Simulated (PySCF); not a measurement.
# Structure from NMR data

An unknown has the formula C7H7FSi. Its calculated NMR data are:

¹H NMR (600 MHz, computed): δ 7.81 (m, 1H), 5.80 (br s, 1H), 5.58 (br s, 1H), 5.08 (m, 1H), 4.95 (m, 1H), 3.18 (m, 1H), 1.65 (d, 1H).

¹³C{¹H} NMR (computed): δ 164.8 (CH), 152.7 (C), 123.6 (C), 113.8 (CH2), 89.5 (C), 75.5 (CH), 23.7 (CH).

[PySCF 2.14.0 with density-fitted response routines: coordinates at the GFN2-xTB level; σ from GIAO-PBE0/pcSseg-1; single conformer; no solvent; non-relativistic Hamiltonian]

References, each an isolated molecule treated in the same way: TMS for ¹H (σ = 31.72 ppm), ¹³C (σ = 186.93 ppm).

Deduce the structure.

## Answers


- The formula gives 5 degrees of unsaturation (1 ring in the answer).
- 7 carbon signals for 7 carbons: no two carbons are equivalent.
- Carbon types of the structure: 3 × C, 3 × CH, 1 × CH2, leaving 2 H on heteroatoms.
- δC 164.8: alkene CH; an sp2 carbon of a C=C bond.
- δC 152.7, 123.6: fully substituted alkene carbon; the olefinic region.
- δC 113.8: terminal =CH2 carbon; the olefinic region.
- δC 89.5: alkyne carbon; the triple bond shields along its axis, which puts it between sp3 and sp2 carbons.
- δC 75.5: terminal alkyne carbon; the triple bond shields along its axis, which puts it between sp3 and sp2 carbons.
- δH 5.80, 5.58: hydrogen on a terminal =CH2 carbon; olefinic region.
- δH 3.18: hydrogen on an allylic sp3 CH bonded to Si; allylic position.

These data were computed for SMILES F/C=C1\[SiH2][C@@H](C#C)C1=C.

The data come from this structure; uniqueness wasn't tested.

Splittings by ¹⁹F in the carbon and heteronuclear signals aren't shown, as no couplings were computed. Shifts are as computed. Against solution values, carbons near 30 ppm lie about +3 ppm off and those near 130 ppm about +5 ppm. Of 1211 compounds with measured shifts, 218 miss one by over three times the rms of a fit or turn the order of signals round; such compounds aren't used in these exercises. Multiplicities follow the n + 1 count of equivalent neighbours, as no J values were calculated; m marks all less simple cases, F and P coupling included.
